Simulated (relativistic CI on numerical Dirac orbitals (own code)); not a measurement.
## Electric-dipole transitions in Ru¹⁰⁺

Computed by Dirac-Coulomb-Breit CI, separate exchange-only KLI orbitals for each configuration, model QED, unscaled Slater integrals (own radial code, finite nucleus).

Configurations in the expansion (outside the closed core [Ar] 3d10): 4s2 4p4, 4s 4p5, 4p6, 4s2 4p3 4d, 4s 4p4 4d, 4s2 4p3 4f, 4s 4p4 4f, 4p5 4d, 4s2 4p3 5s, 4s 4p3 4d2, 4s2 4p3 5p, 4s2 4p2 4d 4f, 4p4 4d2, 4p3 4d3, 4p3 4d2 4f, 4p3 4d2 5s. Double excitations out of closed p, d and f shells are left out; levels of such configurations are missing from the list, as are those of other unlisted configurations, and high levels can miss mixing partners. These lack a partner that the ground configuration has and come out too high: 4s2 4p3 5p.

```tsv
λ vac (nm)	Lower	Upper	A (s⁻¹)	gf	Branching (%)
12.860	4s2 4p4 3P_2 [1]	4s2 4p3 5s 3S°_1 [82]	1.11e+11	8.28e-01	70.0
12.939	4s2 4p4 1D_2 [4]	4s2 4p3 5s 1D°_2 [101]	9.66e+10	1.21e+00	83.4
17.529	4s 4p5 3P°_2 [6]	4s 4p4 4d 3P_2 [104]	6.13e+10	1.41e+00	27.5
17.970	4s 4p5 3P°_2 [6]	4s 4p4 4d 3D_2 [99]	1.55e+11	3.75e+00	65.6
18.085	4s 4p5 3P°_1 [7]	4s 4p4 4d 3P_2 [104]	1.33e+11	3.27e+00	59.9
18.139	4s 4p5 3P°_2 [6]	4s 4p4 4d 3D_3 [98]	1.88e+11	6.49e+00	88.2
18.224	4s 4p5 3P°_1 [7]	4s 4p4 4d 3D_1 [103]	1.43e+11	2.14e+00	65.7
18.270	4s 4p5 3P°_0 [8]	4s 4p4 4d 3P_1 [108]	1.50e+11	2.25e+00	69.8
18.484	4s 4p5 3P°_2 [6]	4s 4p4 4d 1F_3 [93]	3.99e+10	1.43e+00	63.2
18.555	4s 4p5 3P°_1 [7]	4s 4p4 4d 3D_2 [99]	5.97e+10	1.54e+00	25.3
18.650	4s 4p5 1P°_1 [9]	4s2 4p3 4f 1D_2 [123]	1.19e+11	3.10e+00	68.5
18.946	4s2 4p4 3P_2 [1]	4s2 4p3 4d 3D°_2 [43]	4.57e+10	1.23e+00	18.4
19.060	4s 4p5 1P°_1 [9]	4s2 4p3 4f 1P_1 [118]	1.38e+11	2.25e+00	73.1
19.268	4s2 4p4 3P_1 [3]	4s2 4p3 4d 1D°_2 [45]	6.76e+10	1.88e+00	28.8
19.438	4s2 4p4 1D_2 [4]	4s2 4p3 4d 1F°_3 [46]	2.95e+11	1.17e+01	99.7
19.461	4s2 4p4 3P_2 [1]	4s2 4p3 4d 3D°_3 [40]	2.75e+11	1.09e+01	100.0
19.461	4s2 4p4 3P_0 [2]	4s2 4p3 4d 3D°_1 [44]	1.33e+11	2.27e+00	49.2
19.462	4s 4p5 3P°_2 [6]	4s 4p4 4d 3S_1 [81]	1.13e+11	1.92e+00	55.1
19.686	4s2 4p4 3P_1 [3]	4s2 4p3 4d 3D°_1 [44]	1.31e+11	2.29e+00	48.6
19.973	4s2 4p4 1D_2 [4]	4s2 4p3 4d 1D°_2 [45]	1.67e+11	4.99e+00	71.1
19.980	4s2 4p4 3P_2 [1]	4s2 4p3 4d 3S°_1 [38]	8.63e+10	1.55e+00	46.5
20.056	4s2 4p4 3P_1 [3]	4s2 4p3 4d 3D°_2 [43]	1.61e+11	4.85e+00	64.6
20.232	4s2 4p4 3P_2 [1]	4s2 4p3 4d 3P°_2 [37]	1.86e+11	5.69e+00	87.7
20.254	4s2 4p4 3P_0 [2]	4s2 4p3 4d 3P°_1 [41]	9.61e+10	1.77e+00	46.6
20.363	4s2 4p4 3P_1 [3]	4s2 4p3 4d 3P°_0 [42]	2.33e+11	1.45e+00	100.0
20.392	4s2 4p4 3P_2 [1]	4s2 4p3 4d 1P°_1 [36]	1.15e+11	2.16e+00	62.5
20.419	4s2 4p4 1S_0 [5]	4s2 4p3 4d 1P°_1 [47]	2.35e+11	4.41e+00	96.2
20.497	4s2 4p4 3P_1 [3]	4s2 4p3 4d 3P°_1 [41]	6.74e+10	1.27e+00	32.6
20.662	4s2 4p3 4d 3F°_2 [19]	4s2 4p3 4f 3G_3 [130]	8.12e+10	3.64e+00	59.3
20.717	4s2 4p3 4d 3D°_2 [15]	4s2 4p3 4f 3F_3 [120]	9.79e+10	4.41e+00	66.3
20.821	4s2 4p4 1D_2 [4]	4s2 4p3 4d 3D°_2 [43]	4.23e+10	1.37e+00	17.0
20.851	4s2 4p3 4d 3F°_4 [21]	4s2 4p3 4f 3G_5 [135]	5.22e+10	3.74e+00	41.1
20.893	4s2 4p3 4d 5D°_2 [11]	4s2 4p3 4f 5F_3 [111]	8.49e+10	3.89e+00	61.8
20.987	4s2 4p3 4d 5D°_3 [12]	4s2 4p3 4f 5F_4 [110]	1.02e+11	6.09e+00	77.9
21.089	4s2 4p3 4d 3D°_3 [16]	4s2 4p3 4f 3F_4 [121]	5.70e+10	3.42e+00	58.9
21.195	4s2 4p3 4d 3F°_4 [23]	4s2 4p3 4f 3G_5 [135]	4.43e+10	3.28e+00	34.8
21.214	4s2 4p3 4d 5D°_4 [14]	4s2 4p3 4f 5F_5 [109]	1.22e+11	9.07e+00	99.5
21.473	4s2 4p3 4d 3F°_4 [21]	4s2 4p3 4f 3H_5 [125]	3.95e+10	3.00e+00	41.3
21.617	4s2 4p3 4d 3F°_4 [34]	4s2 4p3 4f 3G_5 [158]	9.84e+10	7.58e+00	97.5
21.686	4s2 4p3 4d 1G°_4 [25]	4s2 4p3 4f 1H_5 [134]	8.63e+10	6.69e+00	96.1
21.725	4s2 4p3 4d 1F°_3 [39]	4s2 4p3 4f 3F_4 [172]	8.71e+10	5.54e+00	80.2
21.795	4s2 4p3 4d 3G°_5 [24]	4s2 4p3 4f 3H_6 [133]	8.93e+10	8.26e+00	100.0
21.838	4s2 4p3 4d 3F°_4 [23]	4s2 4p3 4f 3H_5 [125]	4.81e+10	3.78e+00	50.2
22.075	4s2 4p4 1D_2 [4]	4s2 4p3 4d 3S°_1 [38]	7.40e+10	1.62e+00	39.9
26.971	4s2 4p3 4d 3G°_5 [24]	4s 4p4 4d 3F_4 [92]	3.43e+10	3.36e+00	64.2
```

Terms are leading LS components. Brackets give the number of a level in order of energy, since labels repeat. The list gives strong lines, with weight on those to low levels, without lines whose two gauges differ by over a factor of 2.5, among the lowest 200 of 3081 levels, so that lines to higher ones, which can be the strongest, are missing. Levels whose partners in the same complex of configurations lie outside the list can be far off, and so can their lines. Rates are taken at the computed energies, electric ones in the length gauge.

At this charge energies of transitions that change n are usually good to better than 1 %, and those within a shell (Δn = 0) to a few per cent.

LS names give the leading component of a level, which can be under half, so a name can repeat, a term be missing and a line seem to break the LS rules.
